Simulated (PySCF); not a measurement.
The dipole of `COB(OC)[SiH2][SiH3]` from its density and from atomic charges.

Coordinates (PBE0-D3(BJ)/def2-SVP, Å) and charges (e) from the PBE0/pcSseg-1 density (PySCF):

```csv
atom,x,y,z,Mulliken,IAO,Hirshfeld,ESP-fitted
C1,-0.873,-2.428,0.292,-0.0383,-0.2013,-0.0310,-0.1739
O2,-1.024,-1.028,0.358,-0.5050,-0.3835,-0.1693,-0.3358
B3,0.009,-0.164,0.215,+0.4329,+0.2667,+0.1620,+0.4861
O4,1.256,-0.654,-0.001,-0.4982,-0.3847,-0.1668,-0.2757
C5,2.405,0.133,-0.147,-0.0299,-0.1854,-0.0240,-0.2469
Si6,-0.504,1.808,0.361,-0.0413,+0.2089,+0.1445,+0.0190
Si7,-2.816,1.945,0.707,+0.2272,+0.2925,+0.2017,+0.2043
H8,-1.493,-2.884,1.078,+0.1220,+0.1505,+0.0486,+0.1205
H9,0.175,-2.733,0.427,+0.1132,+0.1407,+0.0388,+0.0856
H10,-1.227,-2.795,-0.684,+0.1174,+0.1440,+0.0476,+0.1100
H11,3.131,-0.121,0.642,+0.1189,+0.1482,+0.0491,+0.1321
H12,2.185,1.212,-0.083,+0.1263,+0.1278,+0.0411,+0.1023
H13,2.870,-0.070,-1.124,+0.1195,+0.1486,+0.0493,+0.1294
H14,-0.138,2.578,-0.875,-0.0330,-0.0915,-0.0811,-0.0656
H15,0.207,2.484,1.498,-0.0325,-0.0910,-0.0810,-0.0663
H16,-3.544,1.252,-0.401,-0.0649,-0.0946,-0.0751,-0.0775
H17,-3.181,1.288,2.000,-0.0657,-0.0951,-0.0751,-0.0769
H18,-3.287,3.366,0.757,-0.0685,-0.1009,-0.0791,-0.0707
```

What dipole does each set of charges give (1 e·Å = 4.803 D), and what does the density give?

The full density gives (2.08, -1.42, -0.36) D, 2.54 D in size; dipole vectors point from the negative to the positive end.

| scheme | μx | μy | μz | size (D) | share of the full size (%) | angle to the full dipole (°) |
| --- | --- | --- | --- | --- | --- | --- |
| Mulliken | 2.81 | -0.92 | -0.45 | 2.99 | 118 | 16 |
| IAO | 2.25 | -0.59 | -0.35 | 2.36 | 93 | 19 |
| Hirshfeld | 1.51 | -1.07 | -0.28 | 1.87 | 74 | 1 |
| ESP-fitted | 2.07 | -1.40 | -0.36 | 2.52 | 99 | 0 |

Which set comes closest?

Length of the difference vector: ESP-fitted 0.02 D, Hirshfeld 0.67 D, IAO 0.84 D, Mulliken 0.89 D. Closest: ESP-fitted. 

What is left for the Hirshfeld atoms' own dipoles?

The Hirshfeld atoms' densities add up to the full density, so μ = Σ q r + Σ (atomic dipoles). The atomic dipoles sum to (2.08, -1.42, -0.36) − (1.51, -1.07, -0.28) = (0.57, -0.35, -0.08) D, 0.67 D in size.

With the origin at the mean of the coordinates, (-0.325, 0.177, 0.279) Å, which are the largest single terms, by size, of the Hirshfeld dipole along the direction of the full one?

Si7 -2.99, H18 +1.62, O4 -1.44, H17 +1.15, H16 +1.13 D; all 18 atoms together +1.87 D. The single terms depend on the origin, their sum doesn't.

Give the size of the full dipole in other units.

2.54 D = 1.000 au = 0.529 e·Å = 8.47 × 10⁻³⁰ C·m.

Isolated species at its PBE0-D3(BJ)/def2-SVP geometry (one conformer only).

Shape of the structure used: `[CH3:1][O:2][B:3]([O:4][CH3:5])[SiH2:6][SiH3:7]`: C1–O2–B3–O4 0°, O2–B3–O4–C5 -179°, O2–B3–Si6–Si7 -1°.
